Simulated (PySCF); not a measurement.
## Calculated data, ClFH2Si2

All values are calculated (PySCF 2.14.0). Calculation on a computer-drawn molecule: the log of a Hartree-Fock and frozen-core CCSD(T) single point meant for a local Hartree-Fock minimum, with one planted fault or none, to be diagnosed. Offsets are logged minus clean, where the clean run is the same molecule without the fault. The reference is restricted for singlets and unrestricted otherwise, and also for a bond in bohr or an excited solution. Adding or removing an electron swaps singlet and doublet. The excited solution moves the top pair (singlet) or top alpha electron (doublet) to the lowest empty orbital. Highest occupied and lowest empty are orbital energies over both spins, largest force is the largest gradient component, triples share is (T) over the correlation energy, the T1 limit is 0.02 restricted and 0.045 unrestricted, electrons count all cores, a negative frequency is imaginary (commonest isotopes), and the dipole is about the centre of nuclear charge.

```xyz
6
formula=ClFH2Si2 meant_charge=0 meant_multiplicity=1 meant_basis=cc-pV(D+d)Z logged_electrons=56 logged_basis_functions=93 logged_SCF_converged=yes logged_spin_squared=0 logged_highest_occupied=-9.5743 logged_lowest_empty=-0.70529 logged_largest_force=0.050321 logged_T1_diagnostic=0.014626 logged_D1_diagnostic=0.034372 logged_triples_share=0.024098 logged_CC_converged=yes logged_dipole_magnitude=3.4789 logged_SCF_stable_within_its_kind=yes logged_energy_HF=-1138.01071 logged_energy_CCSD(T)=-1138.56989 possible_faults=no_fault,one_electron_removed,one_electron_added,multiplicity_raised_by_two,geometry_at_a_saddle_point,SCF_held_on_an_excited_solution,minimal_basis_STO-3G,one_bond_length_entered_in_bohr,all_coordinates_scaled
F     -2.1624    -0.5163     0.6801
Si    -1.4870    -0.1365    -0.8563
Si    -1.2600     2.3765    -1.2221
Cl     0.6242    -0.8071    -0.8156
H     -2.2494    -1.0314    -1.8930
H     -1.0510     2.1264    -2.8035
```

Units: logged_highest_occupied, logged_lowest_empty in eV; logged_largest_force in hartree/bohr; logged_dipole_magnitude in debye; logged_energy_HF, logged_energy_CCSD(T) in hartree.

Drawn bonds:
```
atom  other atom  order
   1           2      1
   2           3      1
   2           4      1
   2           5      1
   3           6      1
```

## Withheld values
1. Which fault was planted in the run of ClFH2Si2?

Calculated values
1. all coordinates scaled, by +6.6 %

Further results for ClFH2Si2:

```
HF energy offset from clean run      : 13.3 kcal/mol
CCSD(T) energy offset from clean run : 10.05 kcal/mol
```
